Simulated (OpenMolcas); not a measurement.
An OpenMolcas run meant for Tm IV (ANO-RCC-VQZP, DKH4; inactive shells 1s 2s 2p 3s 3p 3d 4s 4p 4d 5s 5p; intended active space 12 electrons in 7 orbitals (4f)). One step of its input:

```
&CASPT2
Multistate=18 1 2 3 4 5 6 7 8 9 10 11 12 13 14 15 16 17 18
Frozen=14 9
IPEA=0.25
Imaginary=0.1
MaxIter=60
WThr=0.0 0.3 0.05
PrWF=0.5
NoMix
Deleted=29 33
```

The run finished. Its levels beside those of a sound run (SS-CASPT2, IPEA 0.25 Eh, imaginary shift 0.1 Eh (closed shells correlated: 5s 5p)), in cm-1 above each run's lowest level:

```json
{"Level": "4f12 3H6", "This run": "0.0", "Usual run": "0.0"}
{"Level": "4f12 3F4 [63 %]", "This run": "6159", "Usual run": "5271"}
{"Level": "4f12 3H5", "This run": "8065", "Usual run": "8065"}
{"Level": "4f12 3H4 [59 %]", "This run": "12844", "Usual run": "12422"}
{"Level": "4f12 3F3", "This run": "15436", "Usual run": "14186"}
{"Level": "4f12 3F2", "This run": "19468", "Usual run": "18218"}
{"Level": "4f12 1G4 [57 %]", "This run": "21574", "Usual run": "21181"}
```

Problem. Which setting is unsound, and how much does it matter here?

Solution. Nearly half of the orbitals are deleted from the virtual space, which removes much of the correlation energy. Against the sound run the excited levels shown move by 700 cm-1 on average and by 1300 cm-1 at most.

CASPT2 does not keep the components of a term degenerate, so their means are used; among the terms shown or strongly mixed into the levels shown the widest spread is 2300 cm-1 (4f12 3H, this run). Some high roots are left out of the spin-orbit mixing, which shifts the levels that they would mix with. Levels of configurations outside the active space are missing.

A share in square brackets marks a mixed level and gives the weight of the term that names it, the lowest over the columns.
